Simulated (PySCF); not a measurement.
## Computed properties of Al(H)(Br)(OMe) (CH4AlBrO), SMILES [AlH]([O]C)[Br]

Al(H)(Br)(OMe) (CH₄AlBrO), SMILES C[O][AlH][Br]. Geometry: PBE0-D3(BJ)/def2-SVP. The structure was generated by enumeration; whether it is a known compound was not checked. One conformer was computed; it need not be the lowest. All values are computed for the isolated molecule unless a solvent is named; none is compared with measurement here.

**Structure.** The optimised structure has Cs symmetry. All 18 harmonic modes at PBE0-D3(BJ)/def2-SVP (PySCF) are real, so it is a minimum. With heavy atoms numbered as in [AlH:1]([Br:3])[O:4][CH3:5], the shortest bond between them is O4–C5 at 1.391 Å and the longest Al1–Br3 at 2.257 Å.

**Vibrations.** The strongest infrared lines (harmonic, unscaled, degenerate partners summed) lie at 1269 cm⁻¹ (308 km/mol, O 58 %, C 33 %), 749 cm⁻¹ (160 km/mol, Al 48 %, C 20 %, O 19 %, H 12 %), 2024 cm⁻¹ (125 km/mol, H 96 %). The softest mode is at 76 cm⁻¹ and the zero-point energy is 31.7 kcal/mol.

**Electronic structure.** CAM-B3LYP/def2-TZVP (PySCF) places the frontier levels at -9.79 and 0.03 eV, a gap of 9.82 eV, and gives a dipole moment of 1.05 D and a mean polarisability of 58.9 bohr³. PBE/def2-TZVP (PySCF) at the same geometry gives -6.90 and -1.66 eV, so its gap is 4.58 eV narrower. An orbital gap is neither the optical nor the fundamental gap.

**Excitations.** TDDFT-M06-2X/def2-SVPD (PySCF) has S1 at 6.41 eV (193 nm, f = 0.001, dark); the most intense of the 10 singlets computed lies at 6.99 eV (f = 0.10). T1 (TDA) is at 6.17 eV. TDDFT-PBE/def2-SVPD (PySCF) puts S1 at 5.32 eV. No vertical singlet excitation falls in the visible range (under 3.1 eV).

**NMR.** GIAO shifts at PBE0/pcSseg-1 (PySCF) (non-relativistic, atoms alike by connectivity averaged): ¹³C at 56.1 ppm against TMS; ¹H from 4.3 to 4.7 ppm against TMS. Without spin–orbit terms, shifts of atoms bonded to Cl or Br come out too high.
